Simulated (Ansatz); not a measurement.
Total energies of [InF4]- (InF4⁻) from Ansatz at PBE-D4/def2-TZVPD, gas phase (1 Eh = 27.2114 eV = 2625.5 kJ/mol). The reference geometry is relaxed at PBE0-D4/def2-SVPD.

Cartesian coordinates in Å:
```
In 0.000 0.000 0.000
F 0.824 1.801 -0.296
F -1.898 0.226 0.597
F 1.030 -0.983 1.407
F 0.043 -1.043 -1.708
```

```json
{"state": "charge -1 singlet", "geometry": "reference", "energy (Eh)": "-589.56777"}
{"state": "charge 0 doublet", "geometry": "reference", "energy (Eh)": "-589.31710"}
{"state": "charge 0 doublet", "geometry": "relaxed at PBE0-D4/def2-SVPD", "energy (Eh)": "-589.32397"}
```

In the def2 sets In takes a core potential; there is no spin–orbit coupling.

(1) Work out the vertical ionisation energy to the doublet.

(2) How much does the charge 0 doublet relax, and what is the adiabatic ionisation energy?

(1) E(charge 0 doublet) − E(charge -1 singlet) = -589.31710 − (-589.56777) = 0.25067 Eh = 6.82 eV. For comparison, −ε of the highest occupied level is 3.69 eV at this level, 3.13 eV less.

(2) Relaxation: -589.31710 − (-589.32397) = 0.00687 Eh = 0.19 eV. Adiabatic ionisation energy: 0.24380 Eh = 6.63 eV, without zero-point energy. In the charge 0 doublet, F2 and F5 lie 2.00 Å apart (atoms count from 1), so these atoms are partly bonded to each other.

At PBE-D4/def2-TZVPD the gap within one spin of the charge 0 doublet nearly closes, so an electron or hole may be smeared out by delocalisation error.
